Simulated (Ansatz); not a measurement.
B₆H₂. The state is a triplet with charge 0. Geometry PBE0-D4/def2-SVP, that of the neutral singlet; atoms count from 1.

```
atom   x (Å)   y (Å)   z (Å)
  B1   0.377   0.074   2.105
  B2  -0.057  -0.615   0.624
  B3  -0.377  -0.074  -2.105
  B4  -0.423  -1.065  -0.828
  B5   0.423   1.065   0.828
  B6   0.056   0.615  -0.624
  H7   0.502  -0.195   3.262
  H8  -0.502   0.195  -3.262
```

At PBE0-D4/def2-TZVP a singlet of charge 0 lies 0.91 eV below the triplet at the same geometry. The structure comes from a short search, and lower isomers may exist.

Q: Estimate the Mulliken populations from the PBE0/def2-TZVP orbitals of Ansatz.

A: 
```
atom  charge (e)  spin (α − β)
  B1        0.04          0.31
  B2       -0.01          0.29
  B3        0.04          0.31
  B4       -0.12          0.39
  B5       -0.12          0.39
  B6       -0.01          0.29
  H7        0.09          0.01
  H8        0.09          0.01
```
Mulliken values and Mayer orders depend strongly on the basis.

Q: Where does the spin sit?

A: Summed by element: B 1.99, H 0.01, of 2 unpaired in all. Largest on single atoms: B5 0.39, B4 0.39, B3 0.31.

Q: And the Mayer bond orders between bonded heavy atoms (over 0.3)?

A: B1–B2 0.89 (1.69 Å); B1–B5 1.37 (1.62 Å); B2–B4 0.94 (1.56 Å); B2–B5 0.69 (1.76 Å); B2–B6 0.71 (1.76 Å); B3–B4 1.37 (1.62 Å); B3–B6 0.89 (1.69 Å); B4–B6 0.69 (1.76 Å); B5–B6 0.94 (1.56 Å).
